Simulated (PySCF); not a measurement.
C2H12OSi3, SMILES CO[Si@@H]([SiH3])C[SiH3]. Atoms are numbered in the order given.

```xyz
18

C     -1.8169    -2.3892     0.9022
O     -1.7042    -1.0058     0.6625
Si    -0.5060    -0.3068    -0.2774
Si    -1.0330     1.9785    -0.3501
C      1.2055    -0.6093     0.4567
Si     2.6244     0.3318    -0.3588
H     -2.7459    -2.5782     1.4627
H     -0.9719    -2.7757     1.5032
H     -1.8603    -2.9706    -0.0389
H     -0.5314    -0.9109    -1.6495
H     -2.4590     2.1797    -0.7409
H     -0.8033     2.6015     0.9881
H     -0.1629     2.6731    -1.3463
H      1.4296    -1.6899     0.4080
H      1.1775    -0.3321     1.5254
H      2.6437     0.0782    -1.8297
H      2.4525     1.7976    -0.1389
H      3.9391    -0.0846     0.2117
```

Geometry: B3LYP-D3(BJ)/def2-SVP. The structure was generated by enumeration; whether it is a known compound was not checked. One conformer was computed; it need not be the lowest.

Computed with PySCF 2.14.0 with TDA-CAM-B3LYP/def2-SVPD.

Vertical excitations. Gas-phase values at a fixed geometry.

Computed lowest excited states:
```
state  energy (eV)  λ (nm)      f                                                               main pairs
-----  -----------  ------  -----  -----------------------------------------------------------------------
S1            6.87     180  0.014                                                         HOMO→LUMO+1 78 %
S2            7.10     175  0.016                                                       HOMO−1→LUMO+1 86 %
S3            7.20     172  0.044                                                           HOMO→LUMO 72 %
S4            7.48     166  0.019                                                         HOMO−1→LUMO 72 %
S5            7.75     160  0.011     HOMO→LUMO+2 40 %, HOMO→LUMO+3 22 %, HOMO−1→LUMO 9 %, HOMO→LUMO+5 8 %
S6            8.00     155  0.228  HOMO→LUMO+2 30 %, HOMO→LUMO+3 21 %, HOMO→LUMO+4 14 %, HOMO−2→LUMO+1 6 %
T1            6.12     203      0                                                         HOMO→LUMO+1 67 %
T2            6.40     194      0                       HOMO→LUMO 44 %, HOMO→LUMO+6 12 %, HOMO→LUMO+3 11 %
```
Triplets are in the Tamm–Dancoff approximation.
